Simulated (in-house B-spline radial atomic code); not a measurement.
How numerical settings move a run on Yb, [Xe] 4f14 6s2. Computed with an all-electron radial atomic-structure program (B-spline basis): scalar-relativistic (X2C) OLYP, spin-polarised, spherical fractional occupations, Fermi nucleus of rms radius 5.3108 fm.

Command:
```bash
python run_scf.py task.json out
```
Settings of the sound reference run:
```
Z                70
electrons        70
configuration    [Xe] 4f14 6s2
hamiltonian      x2c
method           optx,lyp
spin_polarised   True
nucleus          fermi
rms_radius       5.3108
mass_number      174
atomic_mass      173.9389
speed_of_light   137.036
knot_spacing     0.22
spline_order     8
gauss_points     12
box_radius       50
max_iterations   70
damping          0.5
damped_steps     3
diis_vectors     10
tolerance        1e-08
start            Thomas-Fermi
```

Cost of the run: 0.72 s on 1 thread of Arm Neoverse N1, on a shared host.

It converges in 14 iterations to -14064.831552 hartree, with 4f up at -3.25882 eV. The other runs change the listed settings, some to values that make no sense; their results aren't properties of the atom or ion. Radii are in bohr (the nuclear one in fm), a minus after a letter asks for a j subshell, and «unchanged» means within 1e-8 hartree. The run stops when the residual is below 10 × tolerance × max(1, Z/10), or a noise floor if that is larger, and the energy moves by less than 1e-8 × √|E| hartree; so very loose and very tight tolerances often act alike.

```tsv
changed settings	outcome
box_radius = 2	converged in 9 iterations, energy +1.80e+01 hartree from the reference, 4f up level +6.0e+01 eV (the program warns: 4f up has a positive eigenvalue: unbound, held by the box; 5p up has a positive eigenvalue: unbound, held by the box)
box_radius = 10	converged in 14 iterations, energy +2.81e-03 hartree from the reference, 4f up level +1.8e-01 eV (the program warns: 4f up reaches the box edge; 4f down reaches the box edge)
hamiltonian = dirac, method = hf, spin_polarised = False, speed_of_light = 77.01423	converged in 48 iterations to -16821.0005 hartree, a different physical problem
diis_vectors = 0	not converged after 70 iterations, last residual 4.0e-01, last energy +3.13e+00 hartree from the reference
max_iterations = 5	not converged after 5 iterations, last residual 7.1e-01, last energy +1.07e+01 hartree from the reference
electrons = 71, configuration = [Xe] 4f14 6s2 7s-1, max_iterations = 50	stopped with error: j subshells need the Dirac Hamiltonian and l > 0
box_radius = 25	converged in 14 iterations, energy +1.48e-07 hartree from the reference, 4f up level +1.6e-06 eV
max_iterations = 3	not converged after 3 iterations, last residual 1.2e+00, last energy +3.74e+01 hartree from the reference
diis_vectors = 4	converged in 15 iterations, energy unchanged, 4f up level +1.4e-05 eV
box_radius = 100	converged in 14 iterations, energy -2.24e-07 hartree from the reference, 4f up level -6.6e-07 eV
box_radius = 5	converged in 12 iterations, energy +2.63e-01 hartree from the reference, 4f up level +3.9e+00 eV (the program warns: 4f up has a positive eigenvalue: unbound, held by the box; 4f down has a positive eigenvalue: unbound, held by the box)
diis_vectors = 20	converged in 14 iterations, energy unchanged
box_radius = 3, max_iterations = 60, damped_steps = 1, tolerance = 1e-10, start = bare nucleus	converged in 14 iterations, energy +2.89e+00 hartree from the reference, 4f up level +1.8e+01 eV (the program warns: 4f up has a positive eigenvalue: unbound, held by the box; 4f down has a positive eigenvalue: unbound, held by the box)
diis_vectors = 2	converged in 30 iterations, energy unchanged, 4f up level -1.1e-05 eV
box_radius = 200	converged in 14 iterations, energy -1.53e-07 hartree from the reference
diis_vectors = 1	not converged after 70 iterations, last residual 4.5e+00, last energy +1.03e+03 hartree from the reference
first_knot = 0.00429, max_iterations = 3, tolerance = 1e-06	not converged after 3 iterations, last residual 1.2e+00, last energy +3.62e+01 hartree from the reference
```

(1) What happens with max_iterations = 12?

(2) What happens with box_radius = 7.5?

(3) What happens with electrons = 71, configuration = [Xe] 4f14 6s2 2f1, max_iterations = 75?

(4) What happens with knot_spacing = 0.4, max_iterations = 12, start = bare nucleus?

Answers

(1) Not converged after 12 iterations, last residual 1.3e-05, last energy +1.50e-08 hartree from the reference.

(2) Converged in 13 iterations, energy +2.61e-02 hartree from the reference, 4f up level +9.2e-01 eV (the program warns: 4f up reaches the box edge; 5p up reaches the box edge).

(3) Stopped with error: there is no 2f shell.

(4) Not converged after 12 iterations, last residual 7.4e-04, last energy +1.06e-02 hartree from the reference.
